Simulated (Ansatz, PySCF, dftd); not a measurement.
System: P2H3, charge 0, doublet. P2H3 (SMILES [PH]P, doublet).
B3LYP-D3(BJ)/def2-TZVP minimum from Ansatz (a first-principles code):
```xyz
5

P      0.9614    -0.4387     0.4296
P     -0.8856     0.3194    -0.4691
H      1.6950     0.7069     0.0100
H     -1.0442     1.5226     0.2657
H     -1.7869    -0.4398     0.3160
```
Charge 0, spin multiplicity 2.

Quantity: enthalpy of formation at 298 K (by atomisation, with ideal-gas terms from PySCF's Hessian at B3LYP-D3(BJ)/def2-TZVP and the atoms' measured values of the G2/97 table; no spin-orbit terms), in kcal/mol. UHF or UKS for unpaired electrons; spin-orbit terms are left out. Cores are frozen in correlated methods. Rows without X2C or -DK are non-relativistic. CBS(X,Y): correlation extrapolated as X^-3, Hartree-Fock from the larger set. A bracket is a step between two methods taken in the basis named. The functionals are non-relativistic, so their misses hold any scalar relativity. '+ core + X2C': CCSD(T) terms for core correlation (cc-pwCVTZ, 1s frozen past Ne) and scalar relativity (cc-pVTZ-DK). Where a partner has so few electrons that a lower coupled-cluster level is exact, that level stands in.

| level | program | enthalpy of formation at 298 K (kcal/mol) | difference against the last row |
|---|---|---|---|
| HF/cc-pV(Q+d)Z | Ansatz | 129.2 | 97.4 |
| r2SCAN-D4/def2-TZVPD | Ansatz + dftd4 | 29.2 | -2.6 |
| B3LYP-D3(BJ)/def2-TZVPD | Ansatz + dftd3 | 23.2 | -8.6 |
| PBE0-D3(BJ)/def2-TZVPD | Ansatz + dftd3 | 30.7 | -1.1 |
| PBE0-D4/def2-TZVPD | Ansatz + dftd4 | 31.0 | -0.8 |
| MP2/cc-pV(Q+d)Z | Ansatz | 46.9 | 15.1 |
| CCSD/cc-pV(T+d)Z | Ansatz | 50.0 | 18.2 |
| CCSDT(Q)/cc-pV(D+d)Z | Ansatz | 67.1 | 35.3 |
| CCSD(T)/CBS(cc-pV(T+d)Z,cc-pV(Q+d)Z) + [CCSDT(Q) - CCSD(T)]/cc-pV(D+d)Z + core + X2C | Ansatz | 31.6 | -0.2 |
| CCSD(T)/CBS(cc-pV(T+d)Z,cc-pV(Q+d)Z) + [CCSDT(Q) - CCSD(T)]/cc-pV(T+d)Z + core + X2C | Ansatz | 31.8 | 0.0 |
